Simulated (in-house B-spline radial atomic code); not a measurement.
**Lu⁴⁺: [Kr] (4d3/2)3 (4d5/2)6 (4f5/2)5 (4f7/2)8 5s2 5p6 (7g9/2)1 (an excited or competing configuration)**

Computed with an all-electron radial atomic-structure program (B-spline basis): Dirac-Hartree-Fock, average of the jj configuration, Fermi nucleus of rms radius 5.37 fm.

Effective charges: Z_r = [3n² - l(l+1)]/(2<r>) from the radius, Z_e = n√(-2ε) from the energy, and Slater's rules. Values are occupation-weighted means over j. An effective charge above Z reflects the relativistic contraction of the inner shells.

| shell | electrons | ε (eV) | <r> (bohr) | Z_r | Z_e | Slater |
| --- | --- | --- | --- | --- | --- | --- |
| 1s | 2 | -63789 | 0.01932 | 77.64 | 68.47 | 70.70 |
| 2s | 2 | -11055 | 0.08118 | 73.91 | 57.01 | 66.85 |
| 2p | 6 | -9784.5 | 0.07253 | 68.94 | 53.63 | 66.85 |
| 3s | 2 | -2622.8 | 0.2115 | 63.82 | 41.65 | 59.75 |
| 3p | 6 | -2229.9 | 0.2111 | 59.23 | 38.41 | 59.75 |
| 3d | 10 | -1730.8 | 0.1925 | 54.55 | 33.84 | 49.85 |
| 4s | 2 | -610.16 | 0.4767 | 50.34 | 26.79 | 43.25 |
| 4p | 6 | -476.61 | 0.5043 | 45.61 | 23.67 | 43.25 |
| 4d | 9 | -294.89 | 0.5439 | 38.61 | 18.62 | 32.20 |
| 5s | 2 | -135.92 | 1.133 | 33.10 | 15.80 | 15.05 |
| 5p | 6 | -98.261 | 1.283 | 28.45 | 13.44 | 15.05 |
| 4f | 13 | -94.192 | 0.6427 | 28.01 | 10.52 | 21.80 |
| 7g | 1 | -6.9671 | 12.62 | 5.03 | 5.01 | - |

The least bound orbital is 7g9/2 at -6.967 eV, and it is also the most diffuse (<r> = 12.62 bohr). The part-filled 4d shell lies below the filled 5p shell in orbital energy.

For the 1s electron the small component carries 7.11 % of the norm, the zero-frequency Breit interaction raises the level by 212.2 eV, self-energy by 130.8 eV, and vacuum polarisation lowers it by 23.65 eV.

The density falls to 0.001 bohr⁻³ at 2.889 bohr; Σ<r²> = 207.2 bohr² gives, by the non-relativistic formula and without the paramagnetism of open shells, a Langevin diamagnetic susceptibility of -164.1×10⁻⁶ cm³/mol.
